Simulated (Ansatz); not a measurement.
System: CH2NO, charge 1, singlet. CH2NO+ (SMILES C(=[NH2+])=O).
B3LYP-D3(BJ)/def2-TZVP minimum from Ansatz (a program for electronic structure):
```xyz
5

N     -1.0662     0.2609     0.2152
C      0.1427    -0.0349    -0.0288
O      1.2156    -0.2974    -0.2454
H     -1.6361    -0.3425     0.8095
H     -1.4816     1.1053    -0.1801
```
Charge +1, spin multiplicity 1.

Hartree-Fock and CCSD(T) correlation energies in hartree (Ansatz). Open shells are spin-unrestricted; no spin-orbit coupling. Cores are frozen in correlated methods. No relativity.

```
basis    X       E(HF)  E(corr, CCSD(T))
-------  -  ----------  ----------------
cc-pVTZ  3  -168.12484          -0.59803
cc-pVQZ  4  -168.13694          -0.63457
cc-pV5Z  5  -168.13961          withheld
```

**Question.** Fit E(corr) = E∞ + A/X³ to X = 3 and 4, predict X = 5, and compare with the run.

**Answer.** A = (-0.59803 - (-0.63457))/(1/27 - 1/64) = 1.7065; E∞ = -0.63457 - A/64 = -0.66123; at X = 5, E∞ + A/125 = -0.64758. The run gave -0.64700, 0.58 mEh above the prediction. The same form on X = 4 and 5 gives E∞ = -0.66004, 1.19 mEh above the first estimate.
